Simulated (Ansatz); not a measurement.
Steps of a relaxation of CH$_{5}$FSSn (`FC[S][SnH3]`) with RKS PBE0-D4/def2-TZVP.

```sh
$ ansatz run in.yaml --threads 2 --pin off --events-out ev --progress --plain --max-ram 22528MiB --backend cuda --devices 0, --max-vram 18GiB
```

```yaml
crystal:
  periodic: [false, false, false]
  atoms:
    - {symbol: F, position_ang: [0.395740, 1.521050, -1.127880]}
    - {symbol: C, position_ang: [-0.751000, 1.402010, -0.407940]}
    - {symbol: S, position_ang: [-0.455630, 0.650520, 1.210090]}
    - {symbol: Sn, position_ang: [0.675680, -1.355190, 0.500960]}
    - {symbol: H, position_ang: [-1.445530, 0.796120, -0.992740]}
    - {symbol: H, position_ang: [-1.151150, 2.400830, -0.227750]}
    - {symbol: H, position_ang: [0.887560, -2.269830, 1.872030]}
    - {symbol: H, position_ang: [-0.292090, -2.160870, -0.610640]}
    - {symbol: H, position_ang: [2.136430, -0.984650, -0.216140]}
basis:
  gaussian: {orbitals: def2-TZVP}
hamiltonian: {xc: pbe0, dispersion: d4}
relax: {f_tol: 0.005, max_steps: 150}
```

Positions (Å) and forces (eV/Å) along the path, 13 of 13 steps:

```xyz
9
step=1 energy=-20496.5988 eV
F     0.396    1.521   -1.128    0.550    0.121   -0.391
C    -0.751    1.402   -0.408   -0.291   -0.250    0.326
S    -0.456    0.651    1.210   -0.041    0.081    0.033
Sn    0.676   -1.355    0.501   -0.230    0.294   -0.137
H    -1.446    0.796   -0.993   -0.089    0.055    0.016
H    -1.151    2.401   -0.228   -0.108   -0.014    0.041
H     0.888   -2.270    1.872    0.053   -0.286    0.549
H    -0.292   -2.161   -0.611   -0.298   -0.156   -0.271
H     2.136   -0.985   -0.216    0.453    0.156   -0.168
9
step=2 energy=-20496.6282 eV
F     0.410    1.550   -1.137    0.187    0.030   -0.132
C    -0.734    1.378   -0.405   -0.235    0.019    0.288
S    -0.420    0.654    1.221    0.011    0.034   -0.157
Sn    0.673   -1.361    0.473    0.051   -0.077    0.091
H    -1.417    0.755   -0.985    0.010   -0.003   -0.017
H    -1.180    2.359   -0.220   -0.010   -0.024   -0.041
H     0.863   -2.256    1.927   -0.006    0.049   -0.229
H    -0.379   -2.134   -0.651    0.178    0.095    0.132
H     2.184   -0.944   -0.224   -0.186   -0.124    0.064
9
step=3 energy=-20496.6396 eV
F     0.397    1.583   -1.150    0.091    0.036   -0.071
C    -0.745    1.399   -0.411   -0.087   -0.111    0.159
S    -0.415    0.662    1.205    0.006    0.063   -0.050
Sn    0.679   -1.368    0.495   -0.005    0.001   -0.024
H    -1.425    0.773   -0.993    0.009    0.001   -0.016
H    -1.199    2.374   -0.220   -0.001   -0.014    0.004
H     0.874   -2.289    1.916   -0.021    0.030   -0.034
H    -0.348   -2.143   -0.630    0.023    0.018    0.015
H     2.182   -0.991   -0.212   -0.016   -0.025    0.016
9
step=4 energy=-20496.6419 eV
F     0.400    1.597   -1.147    0.025    0.012   -0.025
C    -0.742    1.392   -0.408   -0.059   -0.032    0.116
S    -0.403    0.674    1.212    0.025    0.021   -0.072
Sn    0.676   -1.359    0.493   -0.001   -0.006    0.003
H    -1.408    0.752   -0.990    0.016    0.001   -0.013
H    -1.215    2.359   -0.222    0.000   -0.011   -0.016
H     0.863   -2.282    1.910   -0.007   -0.003    0.013
H    -0.350   -2.130   -0.631   -0.017    0.015   -0.010
H     2.180   -1.004   -0.217    0.017    0.002    0.006
9
step=5 energy=-20496.6445 eV
F     0.378    1.614   -1.166    0.063    0.035   -0.056
C    -0.746    1.386   -0.407   -0.008   -0.068    0.087
S    -0.356    0.704    1.213    0.051   -0.080   -0.040
Sn    0.688   -1.361    0.498   -0.068    0.152    0.025
H    -1.395    0.716   -0.972   -0.031   -0.008   -0.008
H    -1.245    2.340   -0.230   -0.023    0.017   -0.005
H     0.833   -2.304    1.905    0.000   -0.016    0.023
H    -0.359   -2.067   -0.646   -0.021   -0.020   -0.028
H     2.203   -1.027   -0.195    0.037   -0.013    0.002
9
step=6 energy=-20496.6471 eV
F     0.357    1.651   -1.186   -0.069   -0.009    0.030
C    -0.748    1.378   -0.405    0.050    0.007   -0.017
S    -0.303    0.733    1.214    0.035   -0.078   -0.055
Sn    0.695   -1.353    0.500   -0.048    0.105    0.027
H    -1.375    0.674   -0.957    0.010    0.025    0.024
H    -1.287    2.313   -0.233    0.013   -0.031   -0.009
H     0.800   -2.317    1.897   -0.005   -0.004    0.006
H    -0.372   -2.010   -0.659    0.011   -0.006   -0.009
H     2.232   -1.068   -0.171    0.002   -0.009    0.001
9
step=7 energy=-20496.6482 eV
F     0.342    1.654   -1.200   -0.073   -0.015    0.036
C    -0.751    1.377   -0.403    0.044    0.021   -0.075
S    -0.282    0.740    1.210    0.019   -0.040    0.009
Sn    0.699   -1.349    0.500   -0.024    0.035    0.004
H    -1.381    0.667   -0.944    0.013    0.025    0.019
H    -1.293    2.309   -0.229    0.011   -0.026    0.000
H     0.779   -2.317    1.898    0.000    0.004   -0.012
H    -0.361   -1.996   -0.673    0.015    0.003    0.008
H     2.246   -1.084   -0.160   -0.006   -0.007    0.012
9
step=8 energy=-20496.6490 eV
F     0.317    1.646   -1.225   -0.044   -0.013    0.028
C    -0.757    1.376   -0.401    0.044   -0.003   -0.080
S    -0.253    0.751    1.206   -0.001   -0.002    0.017
Sn    0.706   -1.344    0.498    0.001   -0.024   -0.002
H    -1.400    0.664   -0.923    0.006    0.010    0.016
H    -1.295    2.310   -0.224   -0.004    0.001    0.019
H     0.755   -2.324    1.892   -0.006    0.014   -0.021
H    -0.345   -1.974   -0.693    0.026    0.017    0.020
H     2.272   -1.104   -0.129   -0.022   -0.001    0.004
9
step=9 energy=-20496.6495 eV
F     0.294    1.621   -1.252    0.018    0.001   -0.022
C    -0.761    1.370   -0.404   -0.023    0.027    0.066
S    -0.230    0.764    1.204    0.005   -0.011   -0.004
Sn    0.715   -1.340    0.500   -0.003    0.008   -0.005
H    -1.423    0.657   -0.898   -0.004   -0.008   -0.010
H    -1.287    2.309   -0.218    0.001   -0.006   -0.027
H     0.726   -2.333    1.883    0.003   -0.002    0.001
H    -0.324   -1.939   -0.713    0.000   -0.004   -0.003
H     2.290   -1.110   -0.103    0.001   -0.005    0.004
9
step=10 energy=-20496.6496 eV
F     0.286    1.616   -1.258    0.005   -0.001   -0.005
C    -0.764    1.370   -0.401   -0.005    0.001    0.023
S    -0.221    0.771    1.206    0.004   -0.014   -0.023
Sn    0.716   -1.336    0.500    0.004   -0.009   -0.003
H    -1.428    0.653   -0.888    0.002    0.001    0.002
H    -1.290    2.310   -0.220   -0.002    0.004   -0.007
H     0.718   -2.334    1.880   -0.002    0.004   -0.004
H    -0.315   -1.930   -0.723   -0.005    0.006    0.009
H     2.297   -1.121   -0.095   -0.001    0.008    0.008
9
step=11 energy=-20496.6495 eV rejected
F     0.276    1.613   -1.269   -0.020   -0.004    0.021
C    -0.767    1.370   -0.400    0.026   -0.045   -0.038
S    -0.208    0.771    1.201   -0.013    0.027   -0.004
Sn    0.722   -1.339    0.498   -0.008    0.001   -0.006
H    -1.435    0.652   -0.880    0.012    0.012    0.012
H    -1.290    2.311   -0.220   -0.002    0.011    0.020
H     0.708   -2.338    1.879    0.001    0.008   -0.021
H    -0.315   -1.917   -0.729    0.024   -0.001    0.015
H     2.310   -1.123   -0.080   -0.020   -0.009    0.001
9
step=12 energy=-20496.6497 eV
F     0.283    1.608   -1.262    0.003    0.002   -0.002
C    -0.765    1.370   -0.400   -0.001   -0.008   -0.001
S    -0.219    0.769    1.204    0.001    0.004    0.006
Sn    0.718   -1.337    0.499   -0.001    0.001   -0.003
H    -1.434    0.655   -0.884   -0.002    0.002    0.000
H    -1.286    2.313   -0.221    0.000    0.000    0.001
H     0.715   -2.336    1.877    0.000    0.001    0.000
H    -0.315   -1.926   -0.725    0.002   -0.001    0.000
H     2.301   -1.117   -0.089   -0.002   -0.001    0.000
9
step=13 energy=-20496.6497 eV
F     0.282    1.607   -1.264   -0.001   -0.001   -0.001
C    -0.765    1.369   -0.400    0.001    0.003    0.003
S    -0.218    0.771    1.204    0.000   -0.002   -0.003
Sn    0.719   -1.336    0.498    0.000    0.000    0.002
H    -1.436    0.655   -0.882    0.001   -0.001    0.000
H    -1.285    2.313   -0.220   -0.001    0.000   -0.001
H     0.713   -2.336    1.877    0.000    0.000   -0.001
H    -0.312   -1.926   -0.727    0.000    0.001    0.000
H     2.302   -1.117   -0.087    0.000    0.000    0.000
```

It took 21 s on 2 threads of an AMD EPYC 7R13 on a shared host and a share of an NVIDIA H100 80 GB, with 0.9 GiB of host memory at the peak.
